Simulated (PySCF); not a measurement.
CH3ClFNSi2, SMILES Cl[Si@]1(F)[SiH2]C=N1.

Geometry: B3LYP-D3(BJ)/def2-SVP. The structure was generated by enumeration; whether it is a known compound was not checked.

Level of theory: PBE/def2-TZVP run with PySCF.

Computed frontier levels, gap, dipole moment and polarisability:
```
Item                                                                                                            Result
---------------------------------------------------------------------------------------------  -----------------------
highest occupied level                                                                                        -6.01 eV
lowest empty level                                                                                            -2.82 eV
orbital gap                                                                                                    3.19 eV
dipole moment                                                                                                   2.85 D
quadrupole, principal values (traceless, Buckingham form, about the centre of nuclear charge)   -3.63, -2.16, 5.79 D·Å
mean static polarisability                                                                       81.5 bohr³ (12.08 Å³)
polarisability, principal values                                                               65.5, 75.9, 103.2 bohr³
```
